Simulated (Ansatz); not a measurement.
Geometry optimisation, RKS PBE0/def2-SVP (Ansatz).

Input file:

```yaml
crystal:
  periodic: [false, false, false]
  atoms:
    - { symbol: Mo, position_ang: [0.0, 0.0, 0.0] }
    - { symbol: F, position_ang: [0.0, 0.0, 2.12] }
    - { symbol: F, position_ang: [1.77, 0.0, 0.0] }
    - { symbol: F, position_ang: [0.0, 1.77, 0.0] }
    - { symbol: F, position_ang: [-1.77, 0.0, 0.0] }
    - { symbol: F, position_ang: [0.0, -1.77, 0.0] }
    - { symbol: F, position_ang: [0.0, 0.0, -1.77] }
    - { symbol: H, position_ang: [1.2749, 1.3281, 0.6117] }
    - { symbol: H, position_ang: [0.946, 0.9855, 1.5824] }
basis:
  gaussian: { orbitals: def2-SVP }
hamiltonian:
  xc: pbe0
relax:
  f_tol: 0.15
  max_steps: 25
  restrain:
    - { distance: [0, 7], at: 2.84, k: 30.0 }
    - { distance: [8, 1], at: 2.12, k: 30.0 }
    - { distance: [0, 1], at: 1.77, k: 30.0 }
    - { distance: [8, 7], at: 0.66, k: 30.0 }
```

Run as:

```bash
$ ansatz run input.yaml --threads 4 --pin off --max-ram 5120MiB --backend cpu --events-out ev --progress --plain --runs-dir out
```

**Question.** Where does it end, and by what steps?

**Answer.** It converged. The restraints hold the end off the free minimum; the threshold counts their pulls, which the force column leaves out. Restrained pairs: Mo1–H8 (1.94 → 2.86 Å), F2–H9 (1.47 → 2.13 Å), Mo1–F2 (2.12 → 1.79 Å), H8–H9 (1.08 → 0.72 Å). After 7 steps the energy has fallen by 5.019 eV (the restraints' own energy left out); H8 moved furthest, 0.86 Å.

```
step  energy less start (eV)  largest force component (eV/Å)  accepted
   0                  0.0000                           5.522       yes
   1                 -1.7614                           4.703       yes
   2                 -3.0812                           5.179       yes
   3                 -3.9180                           4.052       yes
   4                 -4.6858                           2.106       yes
   5                 -4.9175                           1.623       yes
   6                 -5.0058                           1.696       yes
   7                 -5.0186                           1.608       yes
```

```xyz
9
Properties=species:S:1:pos:R:3
Mo -0.112 -0.109 -0.093
F -0.037 -0.025 1.698
F 1.701 -0.117 -0.228
F -0.137 1.701 -0.242
F -1.927 -0.113 -0.001
F -0.101 -1.925 0.008
F -0.234 -0.246 -1.903
H 1.620 1.671 1.318
H 1.448 1.477 1.986
```

Time of the run: 23 s on 4 threads of Arm Neoverse V2 (shared host), peak memory 0.33 GiB.
